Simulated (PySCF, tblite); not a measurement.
Compound: C4H4NOP.
Atom-mapped SMILES: `[N:1]#[C:2][CH2:3][CH2:4][P:5]=[C:6]=[O:7]` (hydrogens: H8, H9 on C3; H10, H11 on C4)

Computed geometry: GFN2-xTB, gas phase.

(1) Give the optimised bond lengths and angles.

Answers

(1) 
| bond | length (Å) |
| --- | --- |
| N1≡C2 | 1.143 |
| C2–C3 | 1.441 |
| C3–C4 | 1.531 |
| C4–P5 | 1.892 |
| P5=C6 | 1.645 |
| C6=O7 | 1.158 |
| C3–H8, C3–H9 | 1.095 |
| C4–H10, C4–H11 | 1.092 |

Bonds in one row agree within 0.01 Å and their mean is given. A selection of angles:
| angle | degrees |
| --- | --- |
| N1–C2–C3 | 178.9 |
| C2–C3–C4 | 111.3 |
| C2–C3–H8 | 108.2 |
| C2–C3–H9 | 108.5 |
| C4–C3–H8 | 109.7 |
| H8–C3–H9 | 108.5 |
| C3–C4–P5 | 112.9 |
| C3–C4–H10 | 109.3 |
| C3–C4–H11 | 111.0 |
| P5–C4–H10 | 105.3 |
| P5–C4–H11 | 109.6 |
| H10–C4–H11 | 108.4 |
| C4–P5–C6 | 97.8 |
| P5–C6–O7 | 170.8 |

Torsions: C2–C3–C4–P5 69° (synclinal); C3–C4–P5–C6 -78° (synclinal). The mirror-image conformer, all signs reversed, is as good.

P5 (phosphorus bonded to 2 C) is bent (angle 97.8°). The C–C distances run from 1.441 Å (C2–C3, drawn single) to 1.531 Å (C3–C4, drawn single), a spread of 0.090 Å. Of the pairs four or more bonds apart, C2···C6 is among the closest relative to their van der Waals radii: 3.04 Å, 90 % of the sum of Bondi's values. The C–P distances run from 1.645 Å (P5=C6, drawn double) to 1.892 Å (C4–P5, drawn single), a spread of 0.247 Å.

Point group: C1 (no symmetry element, even within 0.4 Å). Its GFN2-xTB frequencies are all real (lowest 30 cm⁻¹). The numbers are those of one conformer.
